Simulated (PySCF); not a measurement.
# Correlation energy of Au⁺ (gold, charge +1)

[Xe] 4f14 5d10, closed-shell 1S. Computed with PySCF 2.14 in x2c-TZVPPall, with the spin-free X2C one-electron Hamiltonian (Gaussian nucleus). Frozen: [Xe] 4f14; 10 electrons correlated.

```
  level  correlation energy (mhartree)
   CCSD                        -293.38
    (T)                         -10.39
CCSD(T)                        -303.77
```

Diagnostics: T1 = 0.0033, D1 = 0.0046, largest double amplitude 0.021.

Cost of the coupled-cluster step: of the order of 2.2 core-seconds, for 10 correlated electrons.
